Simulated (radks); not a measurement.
Q: Coherent X-ray form factor from a spherical all-electron density. Method: Dirac Kohn-Sham, LDA (Slater exchange, Perdew-Wang correlation), spin-unpolarised, spherical densities, point nucleus; computed with a radial shooting solver on a logarithmic mesh with Libxc functionals.

sin(theta)/lambda (1/angstrom),f0 (electrons)
0.05,64.395
0.1,62.673
0.15,60.074
0.2,56.920
0.25,53.522
0.3,50.128
0.4,43.906
0.5,38.696
0.6,34.360
0.8,27.544
1,22.636
1.25,18.626
1.5,16.113
2,12.610

The species is in the configuration that NIST lists as its ground one. Which atom or ion scatters so?

A: The erbium ion Er3+, [Xe] 4f11. Extrapolating in s^2 from the first two rows gives f0(0) = 65.0, near the electron count 65; among species with that count, the fall with angle is slower the higher Z, and the table is that of Z = 68; from so few rows the species is fixed only to a neighbour or two.
